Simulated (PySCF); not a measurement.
Computed IR spectrum (relative IR intensity) of a molecule C3H5ClOSi. Geometry optimised at PBE0-D3(BJ)/def2-SVP. Other conformers were not sampled. These are PBE0-D3(BJ)/def2-SVP (PySCF) values and carry that method's errors. Frequencies are harmonic and unscaled.

| ν (cm⁻¹) | relative intensity |
|---|---|
| 165 | 25 |
| 268 | 35 |
| 289 | 14 |
| 350 | 4.9 |
| 444 | 7.8 |
| 536 | 35 |
| 679 | 25 |
| 707 | 15 |
| 718 | 26 |
| 776 | 52 |
| 856 | 68 |
| 863 | 100 |
| 924 | 45 |
| 1140 | 3.2 |
| 1186 | 18 |
| 1399 | 4.1 |
| 2245 | 6.2 |
| 2315 | 40 |
| 3054 | 3.1 |
| 3492 | 38 |
| 3934 | 60 |

Problem. Which molecule gave these data?
A. Cl[Si@H]1C=CCO1
B. C#CC[Si@@H](O)Cl
C. C=C1OC[Si@H]1Cl
D. O=C1C[SiH](Cl)C1

Solution. B, C#CC[Si@@H](O)Cl
